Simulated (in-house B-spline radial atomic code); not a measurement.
Configurations of Hf⁶⁺, with energies counted from [Kr] 4d10 4f13 5s2 5p5. Computed with a B-spline radial code for spherical atoms: Dirac-Hartree-Fock, average of configuration, Fermi nucleus of rms radius 5.347 fm. Energies include first-order Breit, QED and recoil terms.

Occupations are held fixed; configurations that lie above the ionisation limit could autoionise.

```
             configuration  E - E(ref) (eV)  highest orbital  its <r> (bohr)
[Kr] 4d10 4f13 5s2 5p4 5d1           42.772            5d5/2           1.596
[Kr] 4d10 4f13 5s2 5p4 7s1           81.858            7s1/2           3.962
[Kr] 4d10 4f12 5s2 5p5 8d1           92.932            8d5/2           7.685
[Kr] 4d10 4f12 5s2 5p5 7g1           96.992            7g7/2           8.921
[Kr] 4d10 4f13 5s2 5p4 7g1           104.71            7g7/2           8.931
[Kr] 4d10 4f13 5s2 5p4 8g1           107.93            8g7/2           12.12
 [Kr] 4d9 4f13 5s2 5p5 6s1            251.7            6s1/2            2.29
 [Kr] 4d9 4f13 5s2 5p5 7g1           302.41            7g7/2            8.92
```

(1) Order these further configurations by energy, lowest first.
A. [Kr] 4d10 4f12 5s2 5p5 5g1
B. [Kr] 4d9 4f13 5s2 5p5 8g1
C. [Kr] 4d9 4f13 5s2 5p5 8s1
D. [Kr] 4d10 4f13 5s2 5p4 6g1
E. [Kr] 4d10 4f12 5s2 5p5 9d1

(2) How far above the reference does [Kr] 4d10 4f13 5s2 5p4 8s1 lie?

(3) How far above the reference does [Kr] 4d10 4f14 5s2 5p4 lie?

(4) How far above the reference does [Kr] 4d9 4f13 5s2 5p5 9g1 lie?

(5) Is the reference the lowest configuration at this level of theory?

Results:

(1) A (83.88 eV), E (97.615 eV), D (99.762 eV), C (292.12 eV), B (305.63 eV).

(2) 94.556 eV; its least bound orbital is 8s1/2 with <r> = 6.024 bohr.

(3) 14.833 eV; its least bound orbital is 4f7/2 with <r> = 0.647 bohr.

(4) 307.84 eV; its least bound orbital is 9g7/2 with <r> = 15.72 bohr.

(5) No: [Xe] 4f12 lies 10.25 eV lower. Averages of configurations without correlation can order differently from the measured ground levels.
